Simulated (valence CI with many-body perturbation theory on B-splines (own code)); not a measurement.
## Pb66+: calculated level list

Method: relativistic CI+MBPT: six valence electrons over a frozen Dirac-Fock core [Ne], radial functions for each j: 9 s, 9 p, 8 d, 6 f, 3 g, 1 h, with the one-electron correlation potential Σ1, the two-electron term Σ2, the three-electron term Σ3, Breit, model QED; selected CI, second order for the rest, scaled by the run's own slope (own B-spline code, finite nucleus).

The last digits are not significant, and no measured levels were compared; by estimate large intervals hold to a few tenths of a per cent, small ones and those within an open d or f shell to about a per cent. Among the levels kept, up to 1200 cm⁻¹ of a level comes from second order outside the variational space, and about a tenth of that is noise between levels of different J, which matters for small intervals.

Levels 1 to 42 of 42, with energies above the lowest level, (3s^2 3p1/2^2 3p3/2^2) J=2. "Leading %" is the weight of the configuration and term that name the level; weights of strongly mixed levels are sums over their largest components and can fall short, and the name can then belong to a minority configuration. In the jj column 3d3/2^4 stands for four electrons in 3d with j = 3/2.

```
No.  Configuration  Term  J  E (eV)  Leading %   Second component                        Leading jj      g
  1         3s²3p⁴    ³P  2     0.0         68     32 % 3s²3p⁴ ¹D      3s^2 3p1/2^2 3p3/2^2 (100 %)  1.324
  2         3s²3p⁴    ¹S  0    22.7         65     35 % 3s²3p⁴ ³P       3s^2 3p1/2^2 3p3/2^2 (99 %)       
  3       3s²3p³3d   ³D°  2   268.3         32  20 % 3s²3p³3d ³F°   3s^2 3p1/2^2 3p3/2 3d3/2 (99 %)  1.041
  4       3s²3p³3d   ³D°  1   278.4         34  27 % 3s²3p³3d ³P°   3s^2 3p1/2^2 3p3/2 3d3/2 (99 %)  1.086
  5       3s²3p³3d   ³P°  0   278.6         63  25 % 3s²3p³3d ⁵D°  3s^2 3p1/2^2 3p3/2 3d3/2 (100 %)       
  6       3s²3p³3d   ³F°  3   278.7         28  22 % 3s²3p³3d ³G°   3s^2 3p1/2^2 3p3/2 3d3/2 (99 %)  1.072
  7       3s²3p³3d   ³F°  4   402.1         51  25 % 3s²3p³3d ⁵D°  3s^2 3p1/2^2 3p3/2 3d5/2 (100 %)  1.242
  8       3s²3p³3d   ³D°  2   411.0         34  22 % 3s²3p³3d ³P°   3s^2 3p1/2^2 3p3/2 3d5/2 (99 %)  1.221
  9       3s²3p³3d   ³D°  3   431.6         45  16 % 3s²3p³3d ¹F°   3s^2 3p1/2^2 3p3/2 3d5/2 (98 %)  1.205
 10       3s²3p³3d   ³D°  1   444.9         33  29 % 3s²3p³3d ³P°   3s^2 3p1/2^2 3p3/2 3d5/2 (99 %)  1.057
 11      3s²3p²3d²    ³F  2   548.2         40  22 % 3s²3p²3d² ⁵G       3s^2 3p1/2^2 3d3/2^2 (99 %)  0.757
 12         3s²3p⁴    ³P  1   573.6         99                            3s^2 3p1/2 3p3/2^3 (99 %)  1.486
 13      3s²3p²3d²    ³P  0   576.7         59  26 % 3s²3p²3d² ⁵D       3s^2 3p1/2^2 3d3/2^2 (99 %)       
 14         3s²3p⁴    ¹D  2   584.2         67     32 % 3s²3p⁴ ³P         3s^2 3p1/2 3p3/2^3 (99 %)  1.142
 15      3s²3p²3d²    ³F  3   687.7         33  21 % 3s²3p²3d² ⁵G   3s^2 3p1/2^2 3d3/2 3d5/2 (99 %)  1.068
 16      3s²3p²3d²    ³P  2   700.2         23   9 % 3s²3p²3d² ⁵P   3s^2 3p1/2^2 3d3/2 3d5/2 (99 %)  1.163
 17      3s²3p²3d²    ¹G  4   705.5         25  21 % 3s²3p²3d² ³H   3s^2 3p1/2^2 3d3/2 3d5/2 (99 %)  1.050
 18      3s²3p²3d²    ³P  1   706.3         37  32 % 3s²3p²3d² ⁵D   3s^2 3p1/2^2 3d3/2 3d5/2 (99 %)  1.499
 19          3s3p⁵   ³P°  2   790.5         86   7 % 3s²3p³3d ³P°         3s 3p1/2^2 3p3/2^3 (86 %)  1.462
 20          3s3p⁵   ¹P°  1   812.2         34     20 % 3s3p⁵ ³P°         3s 3p1/2^2 3p3/2^3 (54 %)  1.185
 21       3s²3p³3d   ³F°  2   830.5         44  30 % 3s²3p³3d ⁵D°   3s^2 3p1/2 3p3/2^2 3d3/2 (98 %)  1.025
 22       3s²3p³3d   ⁵D°  0   832.3         54  23 % 3s²3p³3d ¹S°   3s^2 3p1/2 3p3/2^2 3d3/2 (99 %)       
 23       3s²3p³3d   ³D°  1   834.7         38  30 % 3s²3p³3d ⁵D°   3s^2 3p1/2 3p3/2^2 3d3/2 (83 %)  1.002
 24      3s²3p²3d²    ³F  4   837.2         31  13 % 3s²3p²3d² ⁵D       3s^2 3p1/2^2 3d5/2^2 (98 %)  1.174
 25       3s²3p³3d   ³G°  3   839.5         36  27 % 3s²3p³3d ³F°   3s^2 3p1/2 3p3/2^2 3d3/2 (98 %)  1.060
 26       3s²3p³3d   ³G°  4   848.0         50  38 % 3s²3p³3d ¹G°   3s^2 3p1/2 3p3/2^2 3d3/2 (99 %)  1.037
 27      3s²3p²3d²    ³P  2   848.1         22  16 % 3s²3p²3d² ³F       3s^2 3p1/2^2 3d5/2^2 (98 %)  1.199
 28       3s²3p³3d   ³F°  2   863.9         66  18 % 3s²3p³3d ¹D°   3s^2 3p1/2 3p3/2^2 3d3/2 (97 %)  0.799
 29      3s²3p²3d²    ³P  0   877.9         62  21 % 3s²3p²3d² ¹S       3s^2 3p1/2^2 3d5/2^2 (97 %)       
 30       3s²3p³3d   ³D°  3   879.6         36  25 % 3s²3p³3d ¹F°   3s^2 3p1/2 3p3/2^2 3d3/2 (98 %)  1.160
 31       3s²3p³3d   ³D°  2   888.8         30  26 % 3s²3p³3d ³P°   3s^2 3p1/2 3p3/2^2 3d3/2 (89 %)  1.240
 32       3s²3p³3d   ³S°  1   896.2         33  26 % 3s²3p³3d ³P°   3s^2 3p1/2 3p3/2^2 3d3/2 (86 %)  1.436
 33       3s²3p³3d   ³D°  1   910.4         36  28 % 3s²3p³3d ¹P°   3s^2 3p1/2 3p3/2^2 3d3/2 (83 %)  0.926
 34       3s²3p³3d   ³D°  3   959.7         53  27 % 3s²3p³3d ⁵D°   3s^2 3p1/2 3p3/2^2 3d5/2 (99 %)  1.307
 35       3s²3p³3d   ⁵D°  4   959.7         53  22 % 3s²3p³3d ³G°   3s^2 3p1/2 3p3/2^2 3d5/2 (99 %)  1.293
 36       3s²3p³3d   ³F°  4   974.0         72  26 % 3s²3p³3d ¹G°   3s^2 3p1/2 3p3/2^2 3d5/2 (99 %)  1.171
 37       3s²3p³3d   ³G°  5   977.2        100                     3s^2 3p1/2 3p3/2^2 3d5/2 (100 %)  1.183
 38       3s²3p³3d   ³D°  1   978.7         47  26 % 3s²3p³3d ¹P°   3s^2 3p1/2 3p3/2^2 3d5/2 (98 %)  0.873
 39       3s²3p³3d   ¹S°  0   981.3         55  44 % 3s²3p³3d ³P°   3s^2 3p1/2 3p3/2^2 3d5/2 (98 %)       
 40       3s²3p³3d   ³D°  2   998.7         45  38 % 3s²3p³3d ³P°   3s^2 3p1/2 3p3/2^2 3d5/2 (99 %)  1.273
 41       3s²3p³3d   ¹F°  3  1006.4         36  33 % 3s²3p³3d ³F°   3s^2 3p1/2 3p3/2^2 3d5/2 (99 %)  1.108
 42       3s²3p³3d   ³D°  2  1010.1         47  16 % 3s²3p³3d ¹D°   3s^2 3p1/2 3p3/2^2 3d5/2 (98 %)  1.116
```

The ionisation energy to 3s²3p³ ²P°3/2 of the next ion comes out as 7651.7 eV (NIST: 7650 ± 40 eV (theoretical)). All 42 levels together are meant to be complete up to 1012.9 eV.
